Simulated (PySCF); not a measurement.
Theory: delta-SCF UKS SCAN, pcX-2 on the ionised atom, pcseg-1 elsewhere, spin-free X2C in PySCF. Geometries: PBE0-D3(BJ)/def2-SVP; isolated species, one conformer each. Values against the vacuum level.

**Question.** Rank by computed C 1s binding energy, lowest first.
A. C3 in `[BH3-:1][P@@H+:2]([CH3:3])[C:4]1=[CH:5][CH2:6][CH2:7][CH2:8]1`
B. C5 in `[F:1][C:2]([F:3])([F:4])[C:5]#[C:6][B:7]([Cl:8])[Cl:9]`
C. Carbon in `C=[PH3]`
D. C4 in `[CH3:1]/[CH:2]=[CH:3]/[CH:4]=[CH:5]\[S:6][SiH3:7]`

**Answer.** C (288.98 eV), D (290.01 eV), A (290.92 eV), B (291.90 eV).

The highest is bonded to C (triple bond) and C, the lowest to 2 H and P (double bond); the range is 2.92 eV.

1 of these hole states is spin-contaminated (⟨S²⟩ 0.85, against 0.75; counted from 0.85) and less certain.
